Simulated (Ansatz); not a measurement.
A nudged elastic band was laid between two geometries of AlH8NOSi2 (13 atoms, charge 0, multiplicity 1).

Theory: RKS B3LYP-D4/cc-pVDZ (Ansatz).

```yaml
movable_images: 5
climbing_image: yes
spring: 5.0 eV/Å²
optimiser: quadratic models (default)
start_path: IDPP
force_threshold: 0.03 eV/Å
iteration_limit: 43
end_points: relaxed
```

Image 0:

```xyz
13
Properties=species:S:1:pos:R:3
N -0.519 1.105 1.709
Si -1.379 0.979 0.182
O -1.091 2.211 -0.966
Al -0.694 -1.278 -0.527
Si 1.748 -1.665 -0.650
H 0.487 0.948 1.710
H -0.739 1.876 2.339
H -2.819 1.196 0.510
H -0.205 2.208 -1.352
H -1.700 -2.474 -0.855
H 2.255 -1.298 -2.020
H 2.484 -0.772 0.313
H 2.194 -3.072 -0.379
```

Image 6:

```xyz
13
Properties=species:S:1:pos:R:3
N -0.580 0.637 1.950
Si -1.380 0.927 0.413
O -1.059 2.423 -0.347
Al -0.662 -1.040 -0.884
Si 1.771 -1.471 -1.051
H 0.429 0.500 1.949
H -0.837 1.209 2.755
H -2.834 1.047 0.732
H -0.153 2.523 -0.672
H -1.658 -2.084 -1.570
H 2.245 -1.514 -2.477
H 2.581 -0.408 -0.360
H 2.155 -2.782 -0.423
```

(1) What changes between the two ends?

(2) Give the energies along the band, and the barrier.

Results:

(1) No bond is made or broken. The height of N1 over the plane of its neighbours goes from 0.26 to 0.26 Å.

(2) The forces met the threshold. The highest image is number 6 of 0 to 6, 0.1 kcal/mol above the first end and 0.0 kcal/mol above the last; the last end lies 0.1 kcal/mol above the first. The highest image is an end point: on this band no image between the ends rises above it.

```json
{"image": "0", "path coordinate (Å)": "0.00", "energy (kcal/mol)": "0.0", "height of N1 over the plane of its neighbours (Å)": "0.26"}
{"image": "1", "path coordinate (Å)": "0.21", "energy (kcal/mol)": "0.0", "height of N1 over the plane of its neighbours (Å)": "0.26"}
{"image": "2", "path coordinate (Å)": "0.42", "energy (kcal/mol)": "0.0", "height of N1 over the plane of its neighbours (Å)": "0.26"}
{"image": "3", "path coordinate (Å)": "0.63", "energy (kcal/mol)": "0.0", "height of N1 over the plane of its neighbours (Å)": "0.26"}
{"image": "4", "path coordinate (Å)": "0.84", "energy (kcal/mol)": "0.0", "height of N1 over the plane of its neighbours (Å)": "0.26"}
{"image": "5", "path coordinate (Å)": "1.05", "energy (kcal/mol)": "0.1", "height of N1 over the plane of its neighbours (Å)": "0.26"}
{"image": "6", "path coordinate (Å)": "1.25", "energy (kcal/mol)": "0.1", "height of N1 over the plane of its neighbours (Å)": "0.26"}
```

The run took 99 s on 2 threads of Intel(R) Xeon(R) CPU @ 2.80GHz (Skylake/Cascade Lake), with other jobs on the host, peak memory 0.33 GiB.
